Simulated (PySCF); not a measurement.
## Mayer bond orders and bond lengths

Species: C4H4F3PS.
Numbering: `[CH3:1][P@:2]1(=[S:3])[CH:4]=[C:5]1[C:6]([F:7])([F:8])[F:9]` (hydrogens: H10, H11, H12 on C1; H13 on C4)

Cartesian coordinates in Å at the GFN2-xTB level; atoms count from 1:
```
atom  x, y, z in Å
C1    -2.0942   -0.2250    0.4756
P2    -0.6458    0.8906    0.5693
S3    -0.5037    2.1889    1.9897
C4     0.1866    0.9846   -1.0501
C5     0.7562    0.0710   -0.2561
C6     1.9601   -0.7915   -0.2834
F7     2.6267   -0.6893   -1.4453
F8     2.8241   -0.4874    0.6927
F9     1.6480   -2.0910   -0.1350
H10   -2.9917    0.3851    0.3764
H11   -2.1525   -0.7810    1.4116
H12   -1.9960   -0.9045   -0.3662
H13    0.3778    1.4498   -1.9970
```

Bond orders from the PBE0/pcSseg-1 density (PySCF). Geometry: GFN2-xTB; no solvent, vibrations or thermal averaging.

(1) How far do the computed orders between heavy atoms stray from the drawn ones?

(2) Set the Mayer orders of the bonds between heavy atoms beside their lengths.

## Answers

(1) The largest departure is 0.419, at C4–C5 (drawn double, 1.581). Drawn single, order below 0.88: P2–C4 (0.860) and C5–P2 (0.807). Drawn double or triple, more than 0.30 short of the drawn order: C4–C5 (1.581).

(2) 
| bond | drawn as | length (Å) | Mayer order |
| --- | --- | --- | --- |
| C1–P2 | single | 1.831 | 0.954 |
| P2–S3 | double | 1.930 | 1.753 |
| P2–C4 | single | 1.823 | 0.860 |
| C4–C5 | double | 1.338 | 1.581 |
| C5–C6 | single | 1.481 | 0.971 |
| C6–F7 | single | 1.343 | 1.000 |
| C6–F8 | single | 1.339 | 1.011 |
| C6–F9 | single | 1.345 | 0.986 |
| C5–P2 | single | 1.822 | 0.807 |

By pair of heavy elements: C–P: lowest C5–P2 (0.807, 1.822 Å), highest C1–P2 (0.954, 1.831 Å); in 2 of the 3 pairs the longer bond (by over 0.003 Å) has the higher order (by 0.02 or more). C–C: lowest C5–C6 (0.971, 1.481 Å), highest C4–C5 (1.581, 1.338 Å). C–F: lowest C6–F9 (0.986, 1.345 Å), highest C6–F8 (1.011, 1.339 Å).

Problem. And the bonds to hydrogen?

Solution. C–H: 0.94 to 1.00 (4 bonds).

Problem. Sum the orders of all bonds at each heavy atom with more than one neighbour and set the sums beside the valence in the SMILES.

Solution. C1 3.774 (drawn 4), P2 4.374 (drawn 5), C4 3.441 (drawn 4), C5 3.359 (drawn 4), C6 3.968 (drawn 4). Orders between atoms that aren't bonded are not in these sums.

The Mayer order sums products of elements of PS (density times overlap matrix) between the two atoms' basis functions, so it depends on the basis set.
